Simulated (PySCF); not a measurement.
NaF, SMILES [F][Na]. Atoms are numbered in the order given.

```xyz
2

Na     0.0000     0.0000    -0.8710
F      0.0000     0.0000     1.0646
```

Geometry: B3LYP-D3(BJ)/def2-TZVPD.

Computed with CAM-B3LYP/def2-TZVPD run with PySCF.

Mulliken values depend strongly on the basis, most of all with diffuse functions as here. Atomic charges (e):

```csv
atom,Mulliken,IAO
Na1,0.95,?
F2,-0.95,?
```

Fill in the missing entries. (Estimate from the structure and the level; the computed values follow.)


- Na1, IAO: 0.92
- F2, IAO: -0.92
